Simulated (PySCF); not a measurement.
## Calculated data, AlB2FH3, Al2BH5N

All values are calculated (PySCF 2.14.0). Calculation on a computer-drawn molecule: the log of a Hartree-Fock and frozen-core CCSD(T) single point meant for a local Hartree-Fock minimum, with one planted fault or none, to be diagnosed. Offsets are logged minus clean, where the clean run is the same molecule without the fault. The reference is restricted for singlets and unrestricted otherwise, and also for a bond in bohr or an excited solution. Adding or removing an electron swaps singlet and doublet. The excited solution moves the top pair (singlet) or top alpha electron (doublet) to the lowest empty orbital. Highest occupied and lowest empty are orbital energies over both spins, largest force is the largest gradient component, triples share is (T) over the correlation energy, the T1 limit is 0.02 restricted and 0.045 unrestricted, electrons count all cores, a negative frequency is imaginary (commonest isotopes), and the dipole is about the centre of nuclear charge.

Common to all runs: meant basis cc-pV(D+d)Z; logged SCF converged yes; logged CC converged yes; logged SCF stable within its kind yes; possible faults no fault, one electron removed, one electron added, multiplicity raised by two, geometry at a saddle point, SCF held on an excited solution, minimal basis STO-3G, one bond length entered in bohr, all coordinates scaled.

(1) 
```xyz
7
formula=AlB2FH3 meant_charge=1 meant_multiplicity=1 logged_electrons=35 logged_basis_functions=80 logged_spin_squared=0.7668 logged_highest_occupied=-6.6167 logged_lowest_empty=0.76264 logged_largest_force=0.036859 logged_T1_diagnostic=0.019883 logged_D1_diagnostic=0.061261 logged_triples_share=0.025703 logged_dipole_magnitude=0.65201 logged_energy_HF=-392.4424 logged_energy_CCSD(T)=-392.89426
B      1.1321    -2.0523    -1.4598
B      0.4002    -2.6878    -0.0872
Al    -1.0629    -1.4614     0.9901
F     -2.1387    -0.5543     1.7785
H      0.6207    -2.2069    -2.5295
H      2.1441    -1.4241    -1.3549
H      0.5289    -3.7434     0.4503
```

Units: logged_highest_occupied, logged_lowest_empty in eV; logged_largest_force in hartree/bohr; logged_dipole_magnitude in debye; logged_energy_HF, logged_energy_CCSD(T) in hartree.

Drawn bonds:
```
atom  other atom  order
   1           2      1
   2           3      1
   3           4      1
   1           5      1
   1           6      1
   2           7      1
```

(2) 
```xyz
9
formula=Al2BH5N meant_charge=0 meant_multiplicity=2 logged_electrons=42 logged_basis_functions=99 logged_spin_squared=0 logged_highest_occupied=-15.601 logged_lowest_empty=-5.8449 logged_largest_force=0.048493 logged_T1_diagnostic=0.016241 logged_D1_diagnostic=0.043598 logged_triples_share=0.028219 logged_dipole_magnitude=4.8343 logged_energy_HF=-565.66967 logged_energy_CCSD(T)=-566.08778
B      1.9471    -0.4722     0.6458
N      2.1890     0.9019     0.4574
Al     1.1449     2.2972     0.9896
Al    -1.1216     1.9690     2.2736
H      0.9459    -0.8262     1.2211
H      2.7213    -1.3026     0.2433
H      3.0449     1.1043    -0.0305
H     -2.5015     1.9447     1.4900
H     -1.1731     2.0357     3.8584
```

Units: logged_highest_occupied, logged_lowest_empty in eV; logged_largest_force in hartree/bohr; logged_dipole_magnitude in debye; logged_energy_HF, logged_energy_CCSD(T) in hartree.

Drawn bonds:
```
atom  other atom  order
   1           2      1
   2           3      1
   3           4      1
   1           5      1
   1           6      1
   2           7      1
   4           8      1
   4           9      1
```

Questions
1. Which fault was planted in the run of AlB2FH3 (entry 1)?
2. Which fault was planted in the run of Al2BH5N (entry 2)?

Calculated values
1. one electron added
2. one electron removed

Further results for AlB2FH3 (entry 1):

* HF energy offset from clean run: -137.7 kcal/mol
* CCSD(T) energy offset from clean run: -151 kcal/mol

Further results for Al2BH5N (entry 2):

* HF energy offset from clean run: 152.3 kcal/mol
* CCSD(T) energy offset from clean run: 156.6 kcal/mol
